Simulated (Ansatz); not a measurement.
Stepwise reaction of `O[SiH2]B(O)F` with hydrogen, as a gas-phase model of exchange steps in deposition or etching. ΔE in kJ/mol; ΔG adds harmonic PBE0-D4 terms to CCSD(T)/CBS, at 1 bar.

Program: Ansatz. Geometries: PBE0-D4/def2-TZVP. ΔE: electronic, gas phase. CCSD(T)/CBS adds triple-zeta CCSD(T) − MP2 to the extrapolated MP2 energy (def2 sets, frozen cores). This one scheme is used for every species. DFT in def2-TZVPP. B3LYP here is the variant with VWN-RPA as its local correlation; programs differ in this. One conformer a species, not always the lowest.

```csv
step,reaction,PBE-D4,B3LYP-D4,ωB97M-V,CCSD(T)/CBS,ΔG(600 K)
2,`OB(F)[SiH3]` + H₂ → `FB[SiH3]` + H₂O,138.6,137.5,138.3,131.8,119.5
```

Task: Give the row of step 1, `O[SiH2]B(O)F` + H₂ → `OB(F)[SiH3]` + H₂O. (Best estimate.)

Result: The calculation gave: 
```
step                                   reaction  PBE-D4  B3LYP-D4  ωB97M-V  CCSD(T)/CBS  ΔG(600 K)
   1  `O[SiH2]B(O)F` + H₂ → `OB(F)[SiH3]` + H₂O    54.5      63.2     62.1         59.8       56.8
```

Task: By hand: ΔE of the 2 steps together at CCSD(T)/CBS.

Result: (59.8) + (131.8) = 191.6 kJ/mol, or 95.8 kJ/mol a step.

In ΔE each step is higher than the one before. All are uphill at CCSD(T)/CBS. ΔG lies between 56.8 and 119.5 kJ/mol a step. PBE-D4 differs from CCSD(T)/CBS by -5.3 to 6.8 kJ/mol a step. Isolated molecules leave out the surface, adducts and barriers. Largest T1 diagnostic: 0.014.
